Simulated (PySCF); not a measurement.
AsFH₆Si₂.
Bonds: F1–Si2, Si2–As3, As3–Si4. Hydrogens: H5, H6 on Si2; H7 on As3; H8, H9, H10 on Si4.

Level of theory: PBE0-D3(BJ)/def2-SVP geometry optimisation, gas phase (PySCF 2.14.0).

Question: List the bond lengths, angles and torsions at this level.

Answer: 
| bond | length (Å) | order |
| --- | --- | --- |
| F1–Si2 | 1.628 | single |
| Si2–As3 | 2.355 | single |
| As3–Si4 | 2.369 | single |
| Si2–H5, Si2–H6 | 1.492 | single |
| As3–H7 | 1.529 | single |
| Si4–H8, Si4–H9, Si4–H10 | 1.494 | single |

Bonds in one row agree within 0.01 Å and their mean is given. Orders are formal, as drawn. A selection of angles:
| angle | degrees |
| --- | --- |
| F1–Si2–As3 | 107.7 |
| F1–Si2–H5 | 108.4 |
| As3–Si2–H5 | 109.2 |
| As3–Si2–H6 | 113.8 |
| H5–Si2–H6 | 110.0 |
| Si2–As3–Si4 | 94.1 |
| Si2–As3–H7 | 90.3 |
| Si4–As3–H7 | 93.0 |
| As3–Si4–H8 | 108.4 |
| As3–Si4–H10 | 113.0 |
| H8–Si4–H9 | 109.3 |

Dihedral angles: F1–Si2–As3–Si4 -77° (synclinal). The mirror-image conformer, all signs reversed, is as good.

Si4 (SiH3 silicon) is tetrahedral (angles from 107.4° to 113.0°). As3 (arsenic bonded to 2 Si and H) is pyramidal (angles 94.1°, 93.0° and 90.3°, sum 277.4°, 1.08 Å off the plane of its three neighbours). Si2 (fluorine-bound silicon) is distorted tetrahedral (angles from 107.5° to 113.8°).

Point group: C1 (no symmetry element, even within 0.4 Å). Stationary, but not proved a minimum. One conformer, not necessarily the lowest.

Time: 30 s wall; peak memory 0.46 GiB. Hardware: Arm Neoverse V1, one thread, no GPU, shared host. This is the geometry optimisation.
